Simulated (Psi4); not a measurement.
CH₁₀N₂O₂Si₂, singlet, geometry from GFN2-xTB, atoms displaced at random by about 0.03 Å a coordinate; TPSS/STO-3G, gradient (Psi4 1.11).

The Psi4 input:
```
memory 2 GB

molecule {
0 1
Si   -1.14227022   -0.11887494   -0.24594389
C    -2.37727428   -1.23248137    0.62487370
O    -1.38242200    1.46276731   -0.19004754
O    -1.27459088   -0.40122809   -1.85003238
N     0.48244935   -0.41763651    0.33303863
Si    1.78640692    0.54728159    0.35238599
N     3.09527731   -0.37103654    1.00733815
H    -2.33051248   -2.24083000    0.29172541
H    -3.36421723   -0.88872284    0.30675537
H    -2.27163031   -1.16398427    1.66517928
H    -1.28615539    1.86462755    0.65800398
H    -0.99692514    0.24327183   -2.45905171
H     0.60781807   -1.37839577    0.67006982
H     2.04369272    1.12612672   -0.92450017
H     1.63422895    1.72677716    1.27589798
H     3.31329500   -1.25455938    0.59552605
H     3.95480127    0.04307914    1.18659729
symmetry c1
no_reorient
no_com
}

set {
  basis sto-3g
}

gradient('tpss')
print_variables()
```

Output, abridged:

```
gradient() will perform analytic gradient computation.

   => Loading Basis Set <=

    Name: STO-3G
    Role: ORBITAL
    Keyword: BASIS

         ---------------------------------------------------------
                                   SCF
               by Justin Turney, Rob Parrish, Andy Simmonett
                          and Daniel G. A. Smith
                              RKS Reference
         ---------------------------------------------------------

  ==> Geometry <==

    Molecular point group: c1
    Full point group: C1

    Geometry (in Angstrom), charge = 0, multiplicity = 1:

       Center              X                  Y                   Z               Mass
    ------------   -----------------  -----------------  -----------------  -----------------
         SI          -1.142270220000    -0.118874940000    -0.245943890000    27.976926534650
         C           -2.377274280000    -1.232481370000     0.624873700000    12.000000000000
         O           -1.382422000000     1.462767310000    -0.190047540000    15.994914619570
         O           -1.274590880000    -0.401228090000    -1.850032380000    15.994914619570
         N            0.482449350000    -0.417636510000     0.333038630000    14.003074004430
         SI           1.786406920000     0.547281590000     0.352385990000    27.976926534650
         N            3.095277310000    -0.371036540000     1.007338150000    14.003074004430
         H           -2.330512480000    -2.240830000000     0.291725410000     1.007825032230
         H           -3.364217230000    -0.888722840000     0.306755370000     1.007825032230
         H           -2.271630310000    -1.163984270000     1.665179280000     1.007825032230
         H           -1.286155390000     1.864627550000     0.658003980000     1.007825032230
         H           -0.996925140000     0.243271830000    -2.459051710000     1.007825032230
         H            0.607818070000    -1.378395770000     0.670069820000     1.007825032230
         H            2.043692720000     1.126126720000    -0.924500170000     1.007825032230
         H            1.634228950000     1.726777160000     1.275897980000     1.007825032230
         H            3.313295000000    -1.254559380000     0.595526050000     1.007825032230
         H            3.954801270000     0.043079140000     1.186597290000     1.007825032230

  Running in c1 symmetry.

  Rotational constants: A =      0.10963  B =      0.03145  C =      0.02974 [cm^-1]
  Rotational constants: A =   3286.70325  B =    942.73055  C =    891.57512 [MHz]
  Nuclear repulsion =  496.075538485063419

  Charge       = 0
  Multiplicity = 1
  Electrons    = 74
  Nalpha       = 37
  Nbeta        = 37

  ==> Algorithm <==

  SCF Algorithm Type is DF.
  DIIS enabled.
  MOM disabled.
  Fractional occupation disabled.
  Guess Type is SAD.
  Energy threshold   = 1.00e-08
  Density threshold  = 1.00e-08
  Integral threshold = 1.00e-12

  ==> Primary Basis <==

  Basis Set: STO-3G
    Blend: STO-3G
    Number of shells: 35
    Number of basis functions: 53
    Number of Cartesian functions: 53
    Spherical Harmonics?: true
    Max angular momentum: 1

  ==> DFT Potential <==

   => LibXC <=

    Version 7.1.2
    S. Lehtola, C. Steigemann, M. J. T. Oliveira, and M. A. L. Marques,  SoftwareX 7, 1–5 (2018) (10.1016/j.softx.2017.11.002)

   => Composite Functional: TPSS <=

    TPSS Meta-GGA XC Functional

    J. Tao, et al., Phys. Rev. Lett., 91, 146401, 2003

    Deriv               =              1
    GGA                 =           TRUE
    Meta                =           TRUE

    Exchange Hybrid     =          FALSE
    MP2 Hybrid          =          FALSE

   => Exchange Functionals <=

    1.0000   XC_MGGA_X_TPSS

   => Correlation Functionals <=

    1.0000   XC_MGGA_C_TPSS

   => LibXC Density Thresholds  <==

    XC_MGGA_C_TPSS:  1.00E-15
    XC_MGGA_X_TPSS:  1.00E-15

   => Molecular Quadrature <=

    Radial Scheme          =       TREUTLER
    Pruning Scheme         =           NONE
    Nuclear Scheme         =       TREUTLER

    Blocking Scheme        =         OCTREE
    BS radius alpha        =              1
    Pruning alpha          =              1
    Radial Points          =             75
    Spherical Points       =            302
    Total Points           =         358407
    Total Blocks           =           2683
    Max Points             =            256
    Max Functions          =             49
    Weights Tolerance      =       1.00E-15

   => Loading Basis Set <=

    Name: (STO-3G AUX)
    Role: JKFIT
    Keyword: DF_BASIS_SCF

  ==> Integral Setup <==

  SCF_SUBTYPE=INCORE selected. In-core MEM_DF algorithm will be used.
  Using in-core AOs.

  ==> MemDFJK: Density-Fitted J/K Matrices <==

    J tasked:                   Yes
    K tasked:                    No
    wK tasked:                   No
    Algorithm:                 Core
    Schwarz Cutoff:           1E-12
    Mask sparsity (%):       4.7704
    Fitting Condition:        1E-10

   => Auxiliary Basis Set <=

  Basis Set: (STO-3G AUX)
    Blend: DEF2-UNIVERSAL-JKFIT
    Number of shells: 261
    Number of basis functions: 819
    Number of Cartesian functions: 971
    Spherical Harmonics?: true
    Max angular momentum: 4

  Minimum eigenvalue in the overlap matrix is 2.2006886630E-01.
  Reciprocal condition number of the overlap matrix is 9.4029105778E-02.
    Using symmetric orthogonalization.

  ==> Pre-Iterations <==

  SCF Guess: Superposition of Atomic Densities via on-the-fly atomic UHF (no occupation information).

   -------------------------
    Irrep   Nso     Nmo
   -------------------------
     A         53      53
   -------------------------
    Total      53      53
   -------------------------

  ==> Iterations <==

                           Total Energy        Delta E     RMS |[F,P]|

   @DF-RKS iter SAD:  -869.71959724264025   -8.69720e+02   0.00000e+00
[...]
  @DF-RKS Final Energy:  -872.45445695679564
    Total Energy =                       -872.4544569567956387
[...]

 ------------------------------------------------------------------------------------

         ------------------------------------------------------------
                                   SCF GRAD
                          Rob Parrish, Justin Turney,
                       Andy Simmonett, and Alex Sokolov
         ------------------------------------------------------------

  ==> Geometry <==

    Molecular point group: c1
    Full point group: C1

    Geometry (in Angstrom), charge = 0, multiplicity = 1:

       Center              X                  Y                   Z               Mass
    ------------   -----------------  -----------------  -----------------  -----------------
         SI          -1.142270220000    -0.118874940000    -0.245943890000    27.976926534650
         C           -2.377274280000    -1.232481370000     0.624873700000    12.000000000000
         O           -1.382422000000     1.462767310000    -0.190047540000    15.994914619570
         O           -1.274590880000    -0.401228090000    -1.850032380000    15.994914619570
         N            0.482449350000    -0.417636510000     0.333038630000    14.003074004430
         SI           1.786406920000     0.547281590000     0.352385990000    27.976926534650
         N            3.095277310000    -0.371036540000     1.007338150000    14.003074004430
         H           -2.330512480000    -2.240830000000     0.291725410000     1.007825032230
         H           -3.364217230000    -0.888722840000     0.306755370000     1.007825032230
         H           -2.271630310000    -1.163984270000     1.665179280000     1.007825032230
         H           -1.286155390000     1.864627550000     0.658003980000     1.007825032230
         H           -0.996925140000     0.243271830000    -2.459051710000     1.007825032230
         H            0.607818070000    -1.378395770000     0.670069820000     1.007825032230
         H            2.043692720000     1.126126720000    -0.924500170000     1.007825032230
         H            1.634228950000     1.726777160000     1.275897980000     1.007825032230
         H            3.313295000000    -1.254559380000     0.595526050000     1.007825032230
         H            3.954801270000     0.043079140000     1.186597290000     1.007825032230

  Nuclear repulsion =  496.075538485063419

  ==> Basis Set <==

  Basis Set: STO-3G
    Blend: STO-3G
    Number of shells: 35
    Number of basis functions: 53
    Number of Cartesian functions: 53
    Spherical Harmonics?: true
    Max angular momentum: 1

  ==> DFJKGrad: Density-Fitted SCF Gradients <==

    Gradient:                    1
    J tasked:                  Yes
    K tasked:                   No
    wK tasked:                  No
    Integrals threads:           1
    Schwarz Cutoff:          1E-12
    Fitting Condition:       1E-10

   => Auxiliary Basis Set <=

  Basis Set: (STO-3G AUX)
    Blend: DEF2-UNIVERSAL-JKFIT
    Number of shells: 261
    Number of basis functions: 819
    Number of Cartesian functions: 971
    Spherical Harmonics?: true
    Max angular momentum: 4

  ==> DFT Potential <==

   => LibXC <=

    Version 7.1.2
    S. Lehtola, C. Steigemann, M. J. T. Oliveira, and M. A. L. Marques,  SoftwareX 7, 1–5 (2018) (10.1016/j.softx.2017.11.002)

   => Composite Functional: TPSS <=

    TPSS Meta-GGA XC Functional

    J. Tao, et al., Phys. Rev. Lett., 91, 146401, 2003

    Deriv               =              1
    GGA                 =           TRUE
    Meta                =           TRUE

    Exchange Hybrid     =          FALSE
    MP2 Hybrid          =          FALSE

   => Exchange Functionals <=

    1.0000   XC_MGGA_X_TPSS

   => Correlation Functionals <=

    1.0000   XC_MGGA_C_TPSS

   => LibXC Density Thresholds  <==

    XC_MGGA_C_TPSS:  1.00E-15
    XC_MGGA_X_TPSS:  1.00E-15

   => Molecular Quadrature <=

    Radial Scheme          =       TREUTLER
    Pruning Scheme         =           NONE
    Nuclear Scheme         =       TREUTLER

    Blocking Scheme        =         OCTREE
    BS radius alpha        =              1
    Pruning alpha          =              1
    Radial Points          =             75
    Spherical Points       =            302
    Total Points           =         358407
    Total Blocks           =           2683
    Max Points             =            256
    Max Functions          =             49
    Weights Tolerance      =       1.00E-15

  -Total Gradient:
     Atom            X                  Y                   Z
    ------   -----------------  -----------------  -----------------
       1       -0.029283708729     0.039665489755    -0.008187161280
       2        0.002624406464    -0.026020473640     0.046183212860
       3        0.022348629479    -0.034727144068     0.075539510162
       4        0.049119334049     0.104556400575    -0.033639888047
       5        0.076647195249     0.045997360953     0.004720370330
       6       -0.057817981877    -0.066914884895    -0.031128579562
       7        0.063874991886     0.009781935481    -0.009277007672
       8       -0.007992519728     0.031736673827     0.004774448558
       9        0.009375089425    -0.004099698877    -0.006717689839
      10        0.000182758843     0.000906132096    -0.045628679545
      11       -0.009173600294    -0.034256284428    -0.082237041375
      12       -0.037346369773    -0.083666999652     0.056858168752
      13       -0.005257123991     0.011669678436    -0.008346798902
      14       -0.001732758975    -0.007191418596     0.017909976819
      15       -0.002878349614     0.014223709717     0.013567590356
      16       -0.003551338044     0.043206551506     0.023034569593
      17       -0.069031592678    -0.044729847573    -0.017624495327

  Variable Map:
  ----------------------------------------------------------------------------
[...]
  Array Variable Map:
  ----------------------------------------------------------------------------
[...]
[...]
```
